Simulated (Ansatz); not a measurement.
Calculated with Ansatz (gas phase, PBE0-D4/def2-TZVP geometries, no zero-point term in ΔE). CCSD(T)/CBS is the MP2 limit (def2-TZVPP, def2-QZVPP) plus CCSD(T) − MP2 in def2-TZVPP, frozen cores. This one scheme is used for every species. DFT in def2-TZVPP. B3LYP here is the variant with VWN-RPA as its local correlation; programs differ in this. Elements past krypton have def2 core potentials. For Te outer-core shells are correlated without core-valence functions, which leaves a few kJ/mol of doubt a bond. One conformer a species, not always the lowest.

Consider the formal exchange of groups at a Te–Si bond: `C[SiH2][Te]B(O)O` + SiH₄ → `OB(O)[Te][SiH3]` + `C[SiH3]`.

| level | ΔE (kcal/mol) | difference from CCSD(T)/CBS |
| --- | --- | --- |
| B3LYP-D4 | 1.1 | -0.5 |
| PBE | -0.1 | -1.7 |
| r2SCAN | 0.8 | -0.8 |
| B3LYP | 0.3 | -1.3 |
| MP2/def2-TZVPP | 2.1 | 0.5 |
| SCS-MP2/def2-TZVPP | 1.9 | 0.3 |
| CCSD(T)/def2-TZVPP | 1.5 | -0.1 |
| SCS-MP2/def2-QZVPP | 2.0 | 0.4 |
| MP2/CBS(def2) | 2.1 | 0.5 |
| CCSD/CBS(def2) | 1.6 | 0.0 |
| CCSD(T)/CBS | 1.6 | 0 |

Largest T1 diagnostic among the species: 0.012.

The D4 term adds +0.8 kcal/mol with B3LYP and +0.5 kcal/mol with PBE0; it sums over pairs of atoms, weighted by their polarisabilities, and B3LYP, whose exchange is more repulsive, gets the larger term.
